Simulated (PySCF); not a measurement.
A structure optimised at PBE0-D3(BJ)/def2-SVP, used in a PySCF frequency run:

```
C
C 1 1.3345
F 2 1.3312 1 121.21
H 2 1.0921 3 114.18 1 180.00
C 1 1.4867 2 125.64 4 180.00
H 5 1.0979 1 110.06 2 0.00
H 5 1.1012 6 108.98 1 -121.48
H 5 1.1012 6 108.98 7 -117.04
Cl 1 1.7359 2 117.85 4 0.00
```
Charge 0, spin multiplicity 1.

Question: Write its SMILES, formula and point group.

Answer: C/C(Cl)=C\F, C3H4ClF, Cs

Question: What are its rotational constants (standard atomic weights)?

Answer: 7.7817, 2.4295, 1.8733 GHz
